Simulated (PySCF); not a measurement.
C₂HF₃O₂, SMILES C(F)(F)(C(=O)O)F. Atoms are numbered in the order given.

```xyz
8

O      1.0548     1.5214     0.0000
C     -0.1569     0.9403     0.0000
O     -1.2213     1.5109     0.0000
C     -0.0006    -0.6035     0.0000
F      0.6784    -1.0052     1.0937
F     -1.2034    -1.1863     0.0000
F      0.6784    -1.0052    -1.0937
H      0.8968     2.4914     0.0000
```

The structure is a stationary point at PBE-D3(BJ)/def2-SVP. One conformer was computed; it need not be the lowest.

All values below come from CAM-B3LYP/def2-TZVP run with PySCF.

Atomic charges (e):

| atom | Mulliken | meta-Löwdin |
|---|---|---|
| O1 | -0.34 | -0.44 |
| C2 | (withheld) | 0.50 |
| O3 | (withheld) | -0.41 |
| C4 | (withheld) | 0.76 |
| F5 | -0.16 | -0.26 |
| F6 | -0.14 | -0.25 |
| F7 | -0.16 | -0.26 |
| H8 | 0.34 | 0.37 |

Fill in the missing entries. (An estimate is asked for; the answer gives what the named calculation found.)


- C2, Mulliken: 0.21
- O3, Mulliken: -0.25
- C4, Mulliken: 0.49

Computed Mayer and Wiberg (Löwdin basis) orders of the bonds:
| bond | Mayer | Wiberg |
|---|---|---|
| O1–C2 | 1.24 | 1.81 |
| C2–O3 | 2.10 | 2.72 |
| C2–C4 | 0.93 | 1.02 |
| C4–F5 | 1.14 | 1.76 |
| C4–F6 | 1.18 | 1.79 |
| C4–F7 | 1.14 | 1.76 |
| O1–H8 | 0.85 | 0.95 |
